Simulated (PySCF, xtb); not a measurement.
C₅H₉B, SMILES C#CB(C)CC.

GFN2-xTB (xtb) at its own geometry gives an orbital gap of 3.71 eV and a dipole moment of 0.37 D.

Geometry optimised at B3LYP-D3(BJ)/def2-SVP. This is a generated structure with no PubChem entry under its InChIKey; it may be hypothetical. One conformer was computed; it need not be the lowest.

**Question.** What does PySCF with PBE/def2-TZVP give? (The exact figures need the calculation; the answer reports its results.)

**Answer.** gap 4.07 eV (levels -6.48 and -2.42 eV), dipole 0.08 D.
